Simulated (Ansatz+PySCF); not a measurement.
Results of a calculation; reference values are marked as such.
This PySCF input gave a total energy of -15.86182 hartree.

```python
from pyscf import gto, dft

mol = gto.M(atom="""
H 0.000000 0.000000 -1.406060
Be 0.000000 0.000000 0.000000
H 0.000000 0.000000 1.406060
""", basis='6-31g', charge=0, spin=0)
mf = dft.UKS(mol, xc='pbe0')
mf.kernel()
print(mf.converged, mf.e_tot, mf.spin_square()[0])
```

(1) Write an input for Ansatz with the same method and basis set.

Results:

(1)

```yaml
crystal:
  periodic: [false, false, false]
  atoms:
    - { symbol: H, position_ang: [0.0, 0.0, -1.40606] }
    - { symbol: Be, position_ang: [0.0, 0.0, 0.0] }
    - { symbol: H, position_ang: [0.0, 0.0, 1.40606] }
basis:
  gaussian: { orbitals: "6-31G" }
magnetization:
  spin_polarized: true
hamiltonian:
  xc: pbe0
scf:
  omitted_lower_state_checks: [stability, starts, atomic_configurations, cluster_reference, orbital_swaps, given_window_search, neighbouring_geometries, increment]
```

Ansatz (development build ahead of 0.2.0) gave -15.86182 hartree, 0.00 meV from the first.
